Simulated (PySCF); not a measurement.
CH₇PSSi.
Numbering: `[CH3:1][S:2][SiH2:3][PH2:4]` (hydrogens: H5, H6, H7 on C1; H8, H9 on Si3; H10, H11 on P4)

Method used: core-valence-separated Tamm–Dancoff BHandHLYP/aug-pcX-1 (pcseg-1 on H, def2-SVPD on Si, def2-SVPD on S, def2-SVPD on P) in PySCF, non-relativistic, gas phase, PBE0-D3(BJ)/def2-SVP geometry. BHandHLYP without relativity tends to put these K edges a few eV too low, so spacings mean more than positions.

Q: Give energies, oscillator strengths and core holes at the C K edge.

A: 
```json
{"E (eV)": "285.12", "f": "0.0457", "core hole on": "C1", "main final orbital": "LUMO (31 %)"}
{"E (eV)": "286.29", "f": "0.0139", "core hole on": "C1", "main final orbital": "LUMO (55 %)"}
{"E (eV)": "287.02", "f": "0.0300", "core hole on": "C1", "main final orbital": "spread"}
{"E (eV)": "287.17", "f": "0.0344", "core hole on": "C1", "main final orbital": "spread"}
{"E (eV)": "287.52", "f": "0.0044", "core hole on": "C1", "main final orbital": "LUMO+2 (51 %)"}
{"E (eV)": "287.93", "f": "0.0001", "core hole on": "C1", "main final orbital": "LUMO+3 (62 %)"}
{"E (eV)": "288.18", "f": "0.0031", "core hole on": "C1", "main final orbital": "LUMO+1 (39 %)"}
```

The first line with a tenth or more of the strongest one's intensity is at 285.12 eV (f = 0.046), with the hole on C1 (S-methyl carbon). It is also the strongest listed.

Roots within 0.03 eV whose holes lie on the same, on equivalent or on shared atoms are summed into one line, and the highest roots are left out, as the search may have cut off their partners. Final orbitals are the ground state's empty Kohn–Sham orbitals.

Q: What are the wavelength and the wavenumber of the 287.17 eV line?

A: λ = 12398.42 eV Å/287.17 eV = 43.174 Å; 2.3162 × 10⁶ cm⁻¹.

The list ends where the root search ended, not at a threshold.

Shape of the structure used: `[CH3:1][S:2][SiH2:3][PH2:4]`: C1–S2–Si3–P4 179°, H–P4–Si3–S2 -168°, H–P4–Si3–S2 -75°.

One conformer stands for the species.
